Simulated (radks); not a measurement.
The silicon anion Si- inside a hard spherical wall (all orbitals vanish at R), configuration held at [Ne] 3s2 3p3 and not refilled when levels cross. Method: scalar-relativistic Kohn-Sham, PBE, spin-polarised, spherical densities, finite nucleus; open shells are filled with parallel spins first; Fermi nuclear charge, rms radius 3.1224 fm; computed with a radial shooting solver on a logarithmic mesh with Libxc functionals. Eigenvalues in eV for spin up, with the zero of energy where the potential of the charges vanishes at infinity; a dash marks a level that is unbound or too diffuse for the functional's potential to be trusted. A positive occupied level is held by the wall or, in an anion where self-interaction has pushed it up, behind a barrier. The pressure on the wall is -dE/dV.

| R (bohr) | E (hartree) | kinetic (hartree) | e(2s) | e(2p) | e(3s) | e(3p) | e(4s, empty) | e(4p, empty) | pressure (GPa) |
|---|---|---|---|---|---|---|---|---|---|
| 15 | -289.92248 | 290.636 | -132.49 | -88.576 | -5.052 | 1.154 | 2.599 | 3.219 | 0.00234 |
| 8 | -289.90374 | 290.715 | -131.24 | -87.317 | -4.087 | 2.095 | 6.533 | 9.142 | 0.476 |
| 7 | -289.88361 | 290.798 | -130.41 | -86.491 | -3.524 | 2.706 | 8.723 | 12.064 | 1.43 |
| 6 | -289.83462 | 290.993 | -128.88 | -84.956 | -2.526 | 3.857 | 12.678 | 16.998 | 4.95 |
| 3 | -287.74049 | 297.164 | -105.98 | -61.946 | 16.623 | 26.685 | 84.209 | 92.969 | 759 |
| 2.5 | -285.50099 | 302.715 | -93.661 | -49.515 | 32.754 | 44.794 | 137.62 | 145.67 | 2480 |
| 2 | -280.01664 | 315.318 | -73.677 | -29.083 | 69.888 | 84.018 | 247.43 | 249.87 | 10100 |
| 1.5 | -263.71925 | 350.206 | -35.151 | 11.677 | 174.82 | 185.81 | 516.07 | 493.30 | 59600 |
